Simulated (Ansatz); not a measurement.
Input for Ansatz (a first-principles code): U-CCSD(T)/cc-pVTZ on CF2 (SMILES F[C]F, charge +1), 2S+1 = 2, atoms moved off the minimum. Charge +1.

Ansatz 0.2 input:
```yaml
crystal:
  periodic: [false, false, false]
  atoms:
    - {symbol: F, position_ang: [-1.05899650, -0.12810350, 0.00450268]}
    - {symbol: C, position_ang: [0.00066875, 0.39108492, -0.06653691]}
    - {symbol: F, position_ang: [1.04377183, -0.19893625, 0.00477977]}
basis:
  gaussian:
    orbitals: cc-pVTZ
total_charge: 1
magnetization: {spin_polarized: true, initial_magnetization: 1}
correlation: {method: ccsd_t, electrons: outside_noble_gas}
scf: {omitted_lower_state_checks: [cluster_reference]}
output: {forces: true}
```

Output:

```
Functional definition: HF
[...]
these checks for a lower state are left out or cut short: cluster_reference
integrals: 0.13 GiB planned
568 factors; integrals over basis functions are off by at most 6.4e-4 eV
mean field: 0.16 GiB planned
mean field evaluation 1: about -6428.0832 eV, gradient 3.8e1 eV
mean field evaluation 2: about -6428.0860 eV, gradient 3.8e1 eV
mean field evaluation 4: about -6432.1989 eV, gradient 2.7e0 eV
mean field evaluation 8: about -6432.2870 eV, gradient 2.2e-1 eV
mean field -6432.28756773 eV, -236.3822081530 hartree, gradient 3.1e-6 eV, S^2 0.755332; 0 other end points of the search recorded, 0 dependent functions left out
3 core orbitals not correlated
reference -6432.28756773 eV, -236.3822081530 hartree; 9, 8 occupied and 78, 79 virtual orbitals, 568 factors
densities: 0.80 GiB planned
second order -16.28100345 eV of doubles, -0.00000000 eV of singles
coupled cluster: 0.56 GiB planned
cycle   1  -15.86593542 eV  change    4.2e-1 eV  update   9.9e-2
cycle   2  -16.26932369 eV  change   -4.0e-1 eV  update   3.1e-2
cycle   3  -16.37916947 eV  change   -1.1e-1 eV  update   1.9e-2
cycle   4  -16.35959262 eV  change    2.0e-2 eV  update   4.8e-3
cycle   5  -16.35850326 eV  change    1.1e-3 eV  update   2.0e-3
cycle   6  -16.35974472 eV  change   -1.2e-3 eV  update   6.0e-4
cycle   7  -16.35984550 eV  change   -1.0e-4 eV  update   3.0e-4
cycle   8  -16.35988438 eV  change   -3.9e-5 eV  update   8.8e-5
cycle   9  -16.35990495 eV  change   -2.1e-5 eV  update   3.3e-5
cycle  10  -16.35989054 eV  change    1.4e-5 eV  update   1.1e-5
cycle  11  -16.35989823 eV  change   -7.7e-6 eV  update   5.0e-6
cycle  12  -16.35990063 eV  change   -2.4e-6 eV  update   2.3e-6
perturbative correction -0.58435808 eV, -0.0214747634 hartree
the calculation of the forces begins
Total energy: -6449.23182644 eV, -237.0048981753 hartree
Atom 0 at    -1.058996    -0.128104     0.004503 Å, force    -2.905101    -1.161512     0.161167 eV/Å
Atom 1 at     0.000669     0.391085    -0.066537 Å, force     1.242547     1.835903    -0.240711 eV/Å
Atom 2 at     1.043772    -0.198936     0.004780 Å, force     1.662554    -0.674391     0.079544 eV/Å
Dipole moment:    -0.013617     0.208754    -0.026721 e Å
Checks for a lower state left out: cluster_reference
```

The run converged.

Cost: about 60 core-seconds (a rough figure).
